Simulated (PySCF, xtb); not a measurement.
BH2O3, SMILES [O-]B(O)O, charge -1.

GFN2-xTB (xtb 6.7.1) at its own geometry gives an orbital gap of 7.75 eV.

Geometry optimised at B3LYP-D3(BJ)/def2-SVPD. Other conformers were not sampled.

Task: What does HF/def2-TZVPD run with PySCF give? (The exact figures need the calculation; the answer reports its results.)

Result: gap 9.76 eV (levels -4.96 and 4.80 eV).
